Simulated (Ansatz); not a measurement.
C2H5Te (SMILES [CH2][Te]C), doublet (typed; the unrestricted solution is spin-contaminated), geometry from GFN2-xTB (core potentials on Te), with bond 5-1 at 2.2 times its length.

The Ansatz (a quantum-chemistry and plane-wave program) input:
Ansatz 0.2 input:
```yaml
crystal:
  periodic: [false, false, false]
  atoms:
    - {symbol: C, position_ang: [1.63628114, -0.16585437, -0.82904269]}
    - {symbol: Te, position_ang: [-0.01981550, -0.03540149, 0.37245588]}
    - {symbol: C, position_ang: [-1.36879903, 0.28716843, -1.27405793]}
    - {symbol: H, position_ang: [2.58924560, -0.26141333, -0.34204773]}
    - {symbol: H, position_ang: [1.62023383, 0.98276680, -2.89820319]}
    - {symbol: H, position_ang: [-1.14282571, 1.22687019, -1.76038651]}
    - {symbol: H, position_ang: [-1.26973041, -0.52249177, -1.98431422]}
    - {symbol: H, position_ang: [-2.38016302, 0.31378203, -0.89278368]}
basis:
  gaussian:
    orbitals: def2-SV_P_.json
hamiltonian:
  xc: pbe
magnetization: {spin_polarized: true, initial_magnetization: 1}
scf: {lower_state_search: standard}
```
The basis file holds def2-SV(P) in the JSON format of the Basis Set Exchange.

Task: Estimate the <S^2> that Ansatz with PBE/def2-SV(P) returns for this input.

Result: 0.930

Task: Estimate the total energy that PBE/def2-SV(P) returns for this input.

Result: -346.8214 Eh

Task: Give the number of basis functions at the level PBE/def2-SV(P).

Result: 64
